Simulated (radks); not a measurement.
Results of a calculation; reference values are marked as such.
Radial electron density D(r) = 4 pi r^2 rho(r) of an atom or ion with 46 electrons. Level of theory: scalar-relativistic Kohn-Sham, revPBE, spin-polarised, spherical densities, finite nucleus; Fermi nuclear charge, rms radius of each element as measured or else 0.836 A^(1/3) + 0.57 fm (a radial shooting solver on a logarithmic mesh with Libxc functionals).

| r (bohr) | D(r) (e/bohr) | spin D(r) |
|---|---|---|
| 0.004895 | 19.25 | 0.00236 |
| 0.005653 | 23.39 | 0.00284 |
| 0.006529 | 28.09 | 0.00336 |
| 0.00754 | 33.30 | 0.00391 |
| 0.008708 | 38.88 | 0.00445 |
| 0.01006 | 44.62 | 0.00494 |
| 0.01161 | 50.22 | 0.00531 |
| 0.01331 | 55.02 | 0.00548 |
| 0.01537 | 59.18 | 0.00538 |
| 0.01775 | 61.96 | 0.00493 |
| 0.0205 | 63.06 | 0.00409 |
| 0.02367 | 62.42 | 0.00292 |
| 0.02734 | 60.33 | 0.00157 |
| 0.03157 | 57.52 | 0.000403 |
| 0.03617 | 55.22 | -0.0000760 |
| 0.04177 | 54.38 | 0.000688 |
| 0.04824 | 56.21 | 0.00339 |
| 0.05572 | 61.02 | 0.00846 |
| 0.06434 | 68.01 | 0.0159 |
| 0.07431 | 75.16 | 0.0254 |
| 0.08582 | 79.80 | 0.0361 |
| 0.09832 | 79.86 | 0.0472 |
| 0.1136 | 74.84 | 0.0608 |
| 0.1311 | 66.44 | 0.0781 |
| 0.1514 | 58.51 | 0.101 |
| 0.1749 | 54.91 | 0.128 |
| 0.202 | 57.03 | 0.150 |
| 0.2333 | 62.36 | 0.154 |
| 0.2673 | 65.58 | 0.129 |
| 0.3087 | 62.58 | 0.0756 |
| 0.3565 | 52.13 | 0.0176 |
| 0.4117 | 37.94 | -0.00196 |
| 0.4754 | 25.84 | 0.0523 |
| 0.5491 | 19.75 | 0.180 |
| 0.6341 | 19.41 | 0.339 |
| 0.7265 | 21.23 | 0.457 |
| 0.839 | 21.88 | 0.509 |
| 0.969 | 19.67 | 0.496 |
| 1.119 | 15.31 | 0.461 |
| 1.292 | 10.46 | 0.445 |
| 1.493 | 6.415 | 0.449 |
| 1.724 | 3.602 | 0.443 |
| 1.975 | 1.957 | 0.401 |
| 2.281 | 0.9653 | 0.315 |
| 2.634 | 0.4447 | 0.210 |
| 3.042 | 0.1870 | 0.116 |
| 3.513 | 0.06923 | 0.0524 |
| 4.057 | 0.02142 | 0.0184 |
| 4.686 | 0.005196 | 0.00479 |
| 5.368 | 0.001031 | 0.000988 |
| 6.2 | 0.0001310 | 0.000128 |

What is the nuclear charge?

Answer. Z = 49. The innermost maximum, from 1s, lies near gamma/Z bohr with gamma = sqrt(1 - (Z/c)^2) = 0.934, here 0.0191 bohr (found: 0.0208), and its height grows with Z. The density is that of the indium ion In3+ in [Kr] 4d9.5 5s0.5; the configuration itself is not fixed sharply by these data, and Z only to a few units. D(r) has 4 maxima, at r = 0.0208, 0.0922, 0.272, 0.813 bohr, and minima at 0.0411, 0.178, 0.595 bohr, inside which lie 2.01, 11.17, 29.01 electrons.
